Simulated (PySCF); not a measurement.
Compound: C₈H₉PS.
SMILES with atom numbers: `[S:1]=[PH:2]1[CH2:3][c:4]2[cH:5][cH:6][cH:7][cH:8][c:9]2[CH2:10]1`

Structure used (GFN2-xTB), in Å, numbered top down from 1:
```
atom  x, y, z in Å
S1    -4.2150    0.5499    0.1602
P2    -2.3489    0.2866    0.5675
C3    -1.4386   -1.1551   -0.1373
C4    -0.0095   -0.6972   -0.1367
C5     1.0866   -1.5403   -0.1838
C6     2.3644   -1.0031   -0.1798
C7     2.5457    0.3683   -0.1258
C8     1.4509    1.2168   -0.0737
C9     0.1732    0.6858   -0.0808
C10   -1.0884    1.4966   -0.0260
H11   -2.0109    0.1845    1.9253
H12   -1.6009   -2.0752    0.4281
H13   -1.8103   -1.3160   -1.1573
H14    0.9448   -2.6107   -0.2203
H15    3.2209   -1.6590   -0.2143
H16    3.5432    0.7809   -0.1198
H17    1.5915    2.2867   -0.0251
H18   -1.3958    1.8330   -1.0243
H19   -1.0125    2.3765    0.6165
```

NICS = −σ at a ghost point: NICS(0) at the centroid of the ring atoms, NICS(1) 1 Å to either side along the normal of their mean plane, zz for the tensor component along that normal. Level: GIAO PBE0/pcSseg-1 (PySCF, non-relativistic, gas phase) on the GFN2-xTB geometry, one conformer.

Rings: 1. P2–C3–C4–C9–C10; 2. C4–C5–C6–C7–C8–C9.

```
set  NICS(0)  NICS(1), two faces  NICS(1)zz, two faces
  P     -1.7         -4.8 / -1.3             0.3 / 3.2
  Q     -8.5       -11.3 / -11.0         -27.6 / -27.1
```

Question: Which set (ppm) belongs to which ring?

Answer: P = 1, Q = 2.
- 1 (5-membered ring with P; formal bonds 1 aromatic, 4 single): mean NICS(1)zz 1.7 ppm, near zero. P2, C3, C10 have four or more neighbours, and the NICS criterion for π rings isn't applied.
- 2 (6-membered carbocycle; formal bonds all aromatic): mean NICS(1)zz -27.3 ppm, shielded. For a flat ring without four-coordinate atoms the NICS criterion counts such a value as aromatic, though in fused rings the probe also feels the neighbouring ring.

Question: How do the rings differ in shape?

Answer: 
```
ring                          bond lengths (Å)  rms pucker (Å)  HOMA  nearest outside atom to a NICS(1) probe (Å)
   1         1.845, 1.501, 1.396, 1.501, 1.845            0.16     –                                hydrogen 1.58
   2  1.384, 1.386, 1.384, 1.386, 1.384, 1.396            0.00  0.99                                hydrogen 2.66
```

HOMA = 1 − mean of α(R − Ropt)² over the ring bonds, with Krygowski's 1993 parameters (CC: Ropt 1.388 Å, α 257.7 Å⁻²). A dash marks a ring with a four-coordinate atom, a triple bond, no multiple bond or a kind of bond without parameters.

The run took 50 s on one thread, Arm Neoverse V2 (aarch64), shared host with 32 logical CPUs at a one-minute load of 34, and the process peaked at 1.1 GiB of memory. This is the whole shielding run at PBE0/pcSseg-1, SCF included.
